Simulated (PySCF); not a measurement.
A structure optimised at PBE-D3(BJ)/def2-SVP, used in a PySCF frequency run:

```xyz
11

Al    -0.5678     0.5801     0.6267
H     -2.0566     0.0282     0.8501
C      0.1671     2.2042     1.4412
H      0.1231     2.1444     2.5498
H     -0.4275     3.0960     1.1482
H      1.2213     2.3874     1.1511
S      0.7203    -0.6013    -0.7017
C     -0.3743    -1.9929    -1.2144
H     -1.3789    -1.9200    -0.7546
H      0.0958    -2.9471    -0.9092
H     -0.4777    -1.9781    -2.3160
```

Q: Write its SMILES and formula.

A: [CH3][AlH][S]C, C2H7AlS

Q: What are its rotational constants (standard atomic weights)?

A: 12.217, 2.0522, 1.7975 GHz
